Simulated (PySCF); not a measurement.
## Finite-field polarisability of Al (aluminium, neutral)

[Ne] 3s2 3p1, 2P determinant. Calculation: PySCF 2.14, in aug-cc-pVTZ-DK (6s5p3d2f, 50 functions); scalar relativity by spin-free X2C-1e. Frozen: [Ne]. Energy changes in a uniform field (μhartree):

| axis | F (au) | HF | MP2 | CCSD | CCSD(T) |
| --- | --- | --- | --- | --- | --- |
| x | 0.002 | -103.925 | -102.712 | -100.043 | -100.090 |
| x | 0.004 | -416.024 | -411.174 | -400.484 | -400.672 |
| y | 0.0016 | -103.554 | -100.835 | -97.473 | -97.416 |
| y | 0.0032 | -415.697 | -404.734 | -391.186 | -390.951 |

By symmetry the remaining axis equals x.

Q: Derive α along x at CCSD(T) from the two fields.

A: With ΔE = −αF²/2 − γF⁴/24, α = −(16 ΔE(F) − ΔE(2F))/(6F²) = 50.03 bohr³.

Q: And the mean polarisability at each level?

A: The components xx, yy, zz at CCSD(T) are 50.03, 76.02, 50.03, the third axis being equal by symmetry to one of the two computed. Means: HF 61.57, MP2 60.46, CCSD 58.69, CCSD(T) 58.70 bohr³. Reference: 57.8 ± 1 bohr³ (recommended; Schwerdtfeger and Nagle, table of static dipole polarizabilities (2023 update)).
